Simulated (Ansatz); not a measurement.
H3O4S, charge +1, singlet, geometry from GFN2-xTB; R2SCAN/6-311G** in Ansatz (an electronic-structure program).

The Ansatz input:
Ansatz 0.2 input:
```yaml
crystal:
  periodic: [false, false, false]
  atoms:
    - {symbol: O, position_ang: [-0.92927765, -1.10107103, 0.47038150]}
    - {symbol: S, position_ang: [-0.30648471, 0.06577188, 0.03592323]}
    - {symbol: O, position_ang: [-0.28177496, 1.30990163, 0.67380737]}
    - {symbol: O, position_ang: [-0.16040338, 0.13618090, -1.48192162]}
    - {symbol: O, position_ang: [1.51509703, -0.43530633, 0.32634646]}
    - {symbol: H, position_ang: [0.02738105, 0.99314564, -1.88232251]}
    - {symbol: H, position_ang: [2.02118500, 0.06891685, 0.99495602]}
    - {symbol: H, position_ang: [1.70606114, -1.39205371, 0.40368493]}
basis:
  gaussian:
    orbitals: 6-311G__.json
hamiltonian:
  xc: r2scan
total_charge: 1
accuracy: high
```
The basis file holds 6-311G** in the JSON format of the Basis Set Exchange.

Problem. What does Ansatz print? Leave out banner, timings and long lists.

Solution. 
```
Functional definition: r2SCAN
2306 factors; integrals over basis functions are off by at most 2.1e-8 eV
mean field evaluation 1: about -19040.4307 eV, gradient 1.1e2 eV
mean field evaluation 2: about -19006.9100 eV, gradient 1.8e2 eV
mean field evaluation 4: about -19059.1361 eV, gradient 1.6e1 eV
mean field evaluation 8: about -19059.5543 eV, gradient 6.1e-1 eV
mean field evaluation 16: about -19059.5550 eV, gradient 2.6e-5 eV
mean field -19059.55496012 eV, -700.4257257541 hartree, gradient 4.6e-8 eV, S^2 0.000000; 0 other end points of the search recorded, 0 dependent functions left out
reference -19059.55496101 eV, -700.4257257866 hartree; 25, 25 occupied and 92, 92 virtual orbitals, 2306 factors
Total energy: -19059.55496101 eV, -700.4257257866 hartree
```
